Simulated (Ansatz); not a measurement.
Saddle point of SiNH₅BrCl, singlet (SiNH₄Cl ([NH2][SiH2][Cl]) + HBr → SiH₂BrCl ([Cl][SiH2][Br]) + NH₃ (still joined by a long Si–N bond); bonds formed: Si1–Br7, N2–H6; bonds broken: H6–Br7; bonds weakened to dative contacts: Si1–N2), PBE0-D4/def2-TZVP structure:

Si1  (-0.755, 0.068, -0.634)
N2  (0.456, -0.568, 0.534)
H3  (-1.561, 1.061, 0.086)
H4  (-0.011, 0.518, -1.816)
Cl5  (-1.959, -1.505, -1.166)
H6  (1.077, 0.470, 0.737)
Br7  (1.606, 2.140, 0.693)
H8  (1.081, -1.275, 0.156)
H9  (0.066, -0.909, 1.408)
(Å)

Energies are electronic, without zero-point energy. Barriers and step energies count from the start structure reached by relaxing down the imaginary mode; all methods use the PBE0-D4 structures, on which another method's saddle can fall below an end. Computed with Ansatz 0.2.0 (basis: def2-TZVPP, with def2-QZVPP for the basis limit); correlated methods freeze the cores. Filled d shells of the heavier atoms are correlated. The def2 sets are not built for correlating such inner shells, so the correlated values are less sure here. B3LYP uses VWN-RPA correlation. Extrapolation: Hartree–Fock as exp(−7.88 √X), correlation as X^−2.97.

```
      method  barrier (eV)  step energy (eV)
       SPW92        -0.032            -0.277
      PBE-D4             ?            -0.154
     BLYP-D4         0.166             0.000
   r2SCAN-D4             ?            -0.145
      B97M-V         0.224            -0.103
     PBE0-D4         0.107            -0.200
    B3LYP-D4         0.167            -0.049
  r2SCAN0-D4             ?            -0.193
    BHLYP-D4         0.174            -0.109
CAM-B3LYP-D4         0.184            -0.046
     wB97X-V         0.179            -0.147
     wB97M-V         0.170            -0.190
      B2PLYP         0.201            -0.035
    PBE-QIDH         0.139            -0.195
  RPA on PBE         0.289            -0.001
          HF         0.299             0.008
         MP2         0.182            -0.111
        CCSD         0.255            -0.057
     CCSD(T)         0.233            -0.070
```

Task: Fill in the withheld barriers. (Judge from chemistry; the value comes from the calculation.)

Result: The calculation gives: r2SCAN0-D4 0.100; r2SCAN-D4 0.093; PBE-D4 0.098 eV. Each is the energy of the saddle less that of the start structure, by the same method.

For comparison, the barrier by CCSD(T) at an estimated basis limit (MP2 extrapolated from triple and quadruple zeta, plus CCSD(T) − MP2 in triple zeta) is 0.185 eV.

No T1 diagnostic of these runs exceeds 0.009.

Labels in which every atom is bracketed show which atoms are joined, not bond orders.

For scale, one of the runs: CCSD(T)/def2-TZVPP, 233 basis functions, launched by `ansatz run in.yaml --threads 8 --pin off --events-out ev --progress --plain --max-ram 19148MiB`. Time: 47 s of wall clock on 8 CPU threads of an Intel Xeon Platinum 8488C; the host was shared. Peak host memory: 4 GiB.
